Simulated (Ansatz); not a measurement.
Stepwise reaction of `[OH][Mo]([OH])(=[S])=[S]` with hydrogen fluoride, as a gas-phase model of exchange steps in deposition or etching. ΔE in kJ/mol; ΔG adds harmonic PBE0-D4 terms to CCSD(T)/CBS, at 1 bar.

Computed with Ansatz on PBE0-D4/def2-TZVP structures; ΔE is electronic, products minus reactants. CBS: MP2 limit from def2 TZ/QZ plus the TZ coupled-cluster correction, frozen cores. This one scheme is used for every species. Functionals use def2-TZVPP. B3LYP here is the variant with VWN-RPA as its local correlation; programs differ in this. def2 core potentials past Kr. For Mo outer-core shells are correlated without core-valence functions, which leaves a few kJ/mol of doubt a bond. One conformer a species, not always the lowest.

```tsv
step	reaction	PBE-D4	B3LYP-D4	ωB97M-V	CCSD(T)/CBS	ΔG(400 K)
1	`[OH][Mo]([OH])(=[S])=[S]` + H–F → `[OH][Mo]([F])(=[S])=[S]` + H₂O	-23.9	-23.2	-23.9	-18.5	-21.2
```

Question: Give the row of step 2, `[OH][Mo]([F])(=[S])=[S]` + H–F → `[F][Mo]([F])(=[S])=[S]` + H₂O. (Estimate.)

Answer: The calculation gave: 
```csv
step,reaction,PBE-D4,B3LYP-D4,ωB97M-V,CCSD(T)/CBS,ΔG(400 K)
2,`[OH][Mo]([F])(=[S])=[S]` + H–F → `[F][Mo]([F])(=[S])=[S]` + H₂O,-18.3,-17.4,-18.0,-12.5,-11.6
```

Question: By hand: ΔE of the 2 steps together at CCSD(T)/CBS.

Answer: (-18.5) + (-12.5) = -31.0 kJ/mol, or -15.5 kJ/mol a step.

In ΔE each step is higher than the one before. All are downhill at CCSD(T)/CBS. ΔG lies between -21.2 and -11.6 kJ/mol a step. PBE-D4 differs from CCSD(T)/CBS by -5.8 to -5.4 kJ/mol a step. Isolated molecules leave out the surface, adducts and barriers. Largest T1 diagnostic: 0.025.
